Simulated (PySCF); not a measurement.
Ga(F)(Me)(vinyl) (C₃H₆FGa), SMILES C=[CH][Ga]([CH3])[F]. Atoms are numbered in the order given.

```xyz
11

Ga     0.0788     0.2635     0.1184
F      1.1549     1.6514    -0.0936
C     -1.1013     0.3689     1.6678
H     -1.7581    -0.5087     1.7597
H     -1.7274     1.2724     1.5958
H     -0.4996     0.4568     2.5863
C      0.2574    -1.1215    -1.2280
C     -0.5120    -2.2184    -1.1763
H      0.9823    -1.0313    -2.0467
H     -0.4425    -3.0240    -1.9191
H     -1.2567    -2.3698    -0.3837
```

Coordinates come from a ωB97X-D3(BJ)/def2-SVP optimisation. The structure was generated by enumeration; whether it is a known compound was not checked. Other conformers were not sampled.

Two levels are set side by side: PBE/pcSseg-1 (PySCF) and B3LYP/pcSseg-1 (PySCF). GIAO shifts against CFCl3 (¹⁹F), TMS (¹H), TMS (¹³C) at the same level; non-relativistic, no solvent, atoms listed together averaged. Differences are taken from unrounded values.

| quantity | B3LYP | PBE | PBE minus B3LYP |
|---|---|---|---|
| δ(¹⁹F) of F2 (ppm) | -123.7 | -119.7 | 4.0 |
| δ(¹³C) of C3 (ppm) | -8.7 | -8.0 | 0.7 |
| δ(¹³C) of C7 (ppm) | 153.3 | 151.9 | -1.4 |
| δ(¹³C) of C8 (ppm) | 154.1 | 152.3 | -1.9 |
| δ(¹H) of H9 (ppm) | 6.83 | 6.93 | 0.09 |

Rough cost on one machine, each run with all the roots and properties that it gave: B3LYP against PBE within a factor of 2.
